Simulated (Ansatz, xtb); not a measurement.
Relaxing a trial structure of BF3H2NP

The starting geometry of this gas-phase singlet was built from a drawn formula by distance geometry and a force field; its bonds are those of `[H]/N=[BH-]\[P+](F)(F)F`.

```json
{"atom": "B", "x (Å)": "-1.6850", "y (Å)": "-0.2365", "z (Å)": "-0.3296"}
{"atom": "F", "x (Å)": "-2.7509", "y (Å)": "-2.1154", "z (Å)": "-2.2156"}
{"atom": "F", "x (Å)": "-0.0808", "y (Å)": "-1.5933", "z (Å)": "-2.3026"}
{"atom": "F", "x (Å)": "-1.0940", "y (Å)": "-3.0823", "z (Å)": "-0.2590"}
{"atom": "N", "x (Å)": "-2.6956", "y (Å)": "-0.1646", "z (Å)": "0.5766"}
{"atom": "P", "x (Å)": "-1.3984", "y (Å)": "-1.8164", "z (Å)": "-1.3088"}
{"atom": "H", "x (Å)": "-3.3545", "y (Å)": "-0.9957", "z (Å)": "0.7146"}
{"atom": "H", "x (Å)": "-0.9822", "y (Å)": "0.6593", "z (Å)": "-0.4097"}
```

Task: Predict what becomes of its bonds when it is optimised with r2SCAN-D4/def2-SVP.

Result: It falls apart into BH2N + F3P. Contacts that open: B1–P6 (1.88 → 3.62 Å).

The energy falls by 1.97 eV over 43 steps:

```json
{"step": "1", "E − E(last) (eV)": "1.974"}
{"step": "6", "E − E(last) (eV)": "0.616"}
{"step": "10", "E − E(last) (eV)": "0.291"}
{"step": "15", "E − E(last) (eV)": "0.031"}
{"step": "20", "E − E(last) (eV)": "0.015"}
{"step": "24", "E − E(last) (eV)": "0.015"}
{"step": "29", "E − E(last) (eV)": "0.010"}
{"step": "34", "E − E(last) (eV)": "0.001"}
{"step": "38", "E − E(last) (eV)": "0.000"}
{"step": "43", "E − E(last) (eV)": "0.000"}
```

Final geometry (Å):

```tsv
atom	x (Å)	y (Å)	z (Å)
B	-1.9162	0.5870	0.4978
F	-2.5994	-2.5977	-1.5845
F	-0.6041	-3.2782	-2.7214
F	-0.4460	-2.3331	-0.5249
N	-2.7703	-0.2102	0.0699
P	-1.1442	-1.9906	-1.9268
H	-3.4684	-0.8625	-0.2275
H	-1.0928	1.3405	0.8833
```

From the same start GFN2-xTB reaches the same bonding as this run.

No frequencies were run, so the end isn't proven a minimum. Run with Ansatz 0.2.0, 81 s on 1 thread of Intel(R) Xeon(R) 6975P-C (Granite Rapids), with other jobs on the host.
